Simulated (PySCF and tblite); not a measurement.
Results of a calculation; reference values are marked as such.
C5H15ClSi3, numbered as in [CH3:1][Si@H:2]1[CH2:3][Si@H:4]([CH3:5])[CH2:6][SiH:7]([Cl:8])[CH2:9]1.

Conformers came from 60 starts (ETKDG and KDG, MMFF94s, GFN2-xTB); geometries are GFN2-xTB. Energies: PBE0-D3(BJ)/pcSseg-1, with GFN2-xTB thermal terms (modes under about 100 cm⁻¹ blended into free rotors). Symmetry numbers and mirror images are counted. Conformers within 2.5 kcal/mol (GFN2-xTB free energy) were kept, 4 at most. Codes: tblite and PySCF.

Rotational constants are equilibrium values for the commonest isotopes; dipoles come from the energy level named.

The 6-ring runs over atoms 2–3–4–6–7–9.

```tsv
conformer	shape	symmetry	weight %
1	6-ring chair (C1 axial)	C1	66.5
2	6-ring chair (C5, Cl8 axial)	C1	25.9
3	6-ring twist-boat (ring torsions 33, 27, -60, 31, 25, -60°)	C1	4.7
4	6-ring twist-boat (ring torsions 61, -25, -32, 61, -26, -34°)	C1	2.9
```

Sets of constants, in random order:

| set | A (MHz) | B (MHz) | C (MHz) | abs μa (D) | abs μb (D) | abs μc (D) |
| --- | --- | --- | --- | --- | --- | --- |
| P | 966 | 751 | 540 | 1.32 | 0.32 | 0.96 |
| Q | 977 | 611 | 422 | 2.27 | 0.07 | 0.27 |
| R | 850 | 760 | 502 | 1.57 | 0.31 | 1.12 |
| S | 945 | 717 | 531 | 1.63 | 0.36 | 1.33 |

Q: Match each set to its conformer.

A: P is conformer 3, Q is conformer 1, R is conformer 4, S is conformer 2.

The cap on conformers cut off some of the population, so the set may be incomplete.


Conformer gaps in pcSseg-1 on xTB geometries can be 2 kcal/mol off for S=O, P=O and other polar bonds.